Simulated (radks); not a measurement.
Values are calculated unless marked as measured or tabulated.
Q: The mean radii <r> (bohr) of the occupied orbitals of an atom or ion are listed with their occupations. Code: a radial shooting solver on a logarithmic mesh with Libxc functionals. Model: non-relativistic Kohn-Sham, r2SCAN, spin-polarised, spherical densities, point nucleus; meta-GGA in the generalised Kohn-Sham scheme.

orbital  occ.      <r>
1s down     1  0.02020
1s up       1  0.02020
2s up       1  0.08526
2s down     1  0.08526
2p up       3  0.07213
2p down     3  0.07213
3s up       1   0.2161
3s down     1   0.2161
3p up       3   0.2063
3p down     3   0.2063
3d up       5   0.1809
3d down     5   0.1809
4s up       1   0.4805
4s down     1   0.4805
4p up       3   0.4872
4p down     3   0.4872
4d up       5   0.5025
4d down     5   0.5023
5s up       1    1.146
5s down     1    1.133
4f up       7   0.5655
4f down     7   0.5611
5p up       3    1.264
5p down     3    1.243
5d up       5    1.783
6s up       1    3.051

Name the element and its charge. Open shells, if any, are filled with parallel spins first.

A: Z = 75, rhenium, charge +1: Re+ in [Xe] 4f14 5d5 6s1. The 1s radius gives Z: for a bare nucleus <r> = 1.5/Z, 0.02 bohr for Z = 75, and screening makes it slightly larger (0.02020 here). The occupations add up to 74, and the charge is Z minus that.
